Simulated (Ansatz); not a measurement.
Computed with Ansatz on PBE0-D4/def2-TZVP structures; ΔE is electronic, products minus reactants. CCSD(T)/CBS is the MP2 limit (def2-TZVPP, def2-QZVPP) plus CCSD(T) − MP2 in def2-TZVPP, frozen cores. This one scheme is used for every species. DFT in def2-TZVPP. B3LYP here is the variant with VWN-RPA as its local correlation; programs differ in this. def2 core potentials past Kr. For Sb outer-core shells are correlated without core-valence functions, which leaves a few kJ/mol of doubt a bond. One conformer a species, not always the lowest.

`O=CCOCO` + `[NH2][SbH2]` → `O=C[NH][SbH2]` + `COCO`  (substitution at a C–C bond)

| level | ΔE (kcal/mol) |
| --- | --- |
| PBE-D4 | -19.8 |
| B3LYP-D4 | -19.1 |
| r2SCAN | -19.6 |
| B3LYP | -18.7 |
| HF/def2-TZVPP | -16.1 |
| MP2/def2-TZVPP | -17.7 |
| CCSD(T)/def2-TZVPP | -16.4 |
| SCS-MP2/def2-QZVPP | -17.1 |

Q: What does CCSD(T)/CBS give? (An estimate is asked.)

A: Computed: -16.8 kcal/mol. The listed levels differ from it by -3.0, -2.3, -2.8, -1.9, 0.7, -0.9, 0.4, -0.3 kcal/mol.

Largest T1 diagnostic among the species: 0.017.

From PBE to PBE0 (25 % exact exchange), in def2-TZVPP and without D4, ΔE moves by +1.0 kcal/mol.
